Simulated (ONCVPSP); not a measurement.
rhenium, ONCV: configuration errors across variants

* Element: rhenium (Re)
* Generator: ONCVPSP 4.0.1
* Type: optimised norm-conserving Vanderbilt (ONCV)
* Functional: LDA (Perdew-Wang 92)
* Relativity: scalar-relativistic
* Frozen core: [Kr] 4d10 4f14 5s2
* Valence charge: 13
* Reference configuration: 5p6 5d5 6s1.75 6p0.25
* Partial waves: 6s: rc 2.55 bohr, ncon 4, nbas 7, qcut 2.5 1/bohr, 2 projectors, debl 1.6 Ha; 5p+6p: rc 2.20 bohr, ncon 4, nbas 7, qcut 6.3 1/bohr, 2 projectors; 5d: rc 1.60 bohr, ncon 4, nbas 8, qcut 5.8 1/bohr, 1 projector
* Local potential: polynomial inside 1.50 bohr (lpopt 5, dvloc0 0 Ha)
* Core correction: Teter function, fcfact 2.25, rcfact 1.45

All-electron excitation energies from the reference (eV): (1) 5p6 5d5 6s2 6p0 -1.187; (2) 5p6 5d5 6s1 6p0 8.321; (3) 5p6 5d5 6s0 6p0 24.992; (4) 5p6 5d5 6s0 6p1 14.227.

A true bound ghost makes a file unfit for plane-wave use even where its test errors are small: the radial tests pick states by their node count and pass the ghost by.

Errors AE − PS in meV (a dash: test not solved or not reliable):

| change | (1) | (2) | (3) | (4) | bound ghosts | GHOST(+) flags above zero |
| --- | --- | --- | --- | --- | --- | --- |
| base | 0.0 | -5.8 | -26 | -23 | s | none |
| core correction Teter function, fcfact 2.25, rcfact 1 | 0.0 | -5.5 | -24 | -22 | s | none |
| core correction Teter function, fcfact 2.25, rcfact 1.12 | 0.0 | -5.6 | -24 | -22 | s | none |
| core correction Teter function, fcfact 2.25, rcfact 1.22 | 0.0 | -5.6 | -25 | -22 | s | none |
| core correction Teter function, fcfact 2.25, rcfact 1.54 | 0.0 | -5.9 | -27 | -24 | s | none |
| core correction Teter function, fcfact 2.25, rcfact 1.6 | 0.0 | -6.0 | -28 | -24 | s | none |
| core correction Teter function, fcfact 2.25, rcfact 1.78 | -0.1 | -7.1 | -37 | -30 | s | none |
| core correction Teter function, fcfact 2.25, rcfact 1.88 | -0.1 | -8.4 | -48 | -35 | s | none |
| core correction Teter function, fcfact 2.25, rcfact 2.06 | -0.3 | -13 | -87 | -52 | s | none |

**Question.** Give the same row for: core correction Teter function, fcfact 2.25, rcfact 1.38.

**Answer.** 0.0, -5.7, -25, -23; bound ghosts: s; GHOST(+) flags above zero: none.
